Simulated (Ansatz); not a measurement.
Species: AgCl, charge 1, doublet. AgCl+ (parent SMILES [Cl][Ag], doublet).
B3LYP-D3(BJ)/def2-TZVP minimum from Ansatz (a program for electronic structure):
```
Ag
Cl 1 2.4552
```
Charge +1, spin multiplicity 2.

Total energies in def2-SVP, 17 correlated electrons, 9 frozen orbitals. Open shells are spin-unrestricted; no spin-orbit coupling. Cores are frozen in correlated methods (noble-gas shells, and filled d and f shells in the p block). Past Kr the def2 sets carry scalar-relativistic core potentials. The spin of AgCl+ (parent SMILES [Cl][Ag], doublet) was assumed, and the state is the lowest solution found for it.

| method | program | energy (Eh) | minus CCSDT(Q) (mEh) |
|---|---|---|---|
| HF | Ansatz | -605.17880 | 345.74 |
| MP2 | Ansatz | -605.50836 | 16.18 |
| CCSD | Ansatz | -605.51792 | 6.62 |
| CCSD(T) | Ansatz | -605.52425 | 0.29 |
| CCSDT(Q) | Ansatz | -605.52454 | 0.00 |

Rough core times of Ansatz's runs on a shared machine: CCSD(T) under 20 s, CCSDT(Q) 2 min.
